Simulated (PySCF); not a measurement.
**Working out the excitation energy of C**

C [He] 2s2 2p2 (3P) → C [He] 2s1 2p2 3s1 (5P). Calculation: PySCF 2.14, in aug-cc-pwCVDZ (5s4p2d, 27 functions); the non-relativistic Hamiltonian (point nucleus). Frozen: nothing. Energies in hartree (1 hartree = 27.21139 eV):

```tsv
part	C (lower)	C (upper)
UHF	-37.687797	-37.273925
CCSD correlation	-0.107328	-0.046616
(T)	-0.001488	-0.000146
```

Task: What does Hartree-Fock give?

Result: (-37.273925) − (-37.687797) = 0.413872 hartree = 11.262 eV.

Task: What do CCSD and CCSD(T) give?

Result: The CCSD correlation energies differ by 0.060712 hartree = 1.652 eV and the triples by 0.001342 hartree = 0.037 eV, so CCSD gives 12.914 eV and CCSD(T) 12.951 eV.

The upper state lies above the first ionisation limit, but in LS coupling its spin forbids autoionisation to the ground ion. A Rydberg-like electron needs more diffuse functions than a valence basis has.

A double-zeta basis recovers only part of the correlation energy.
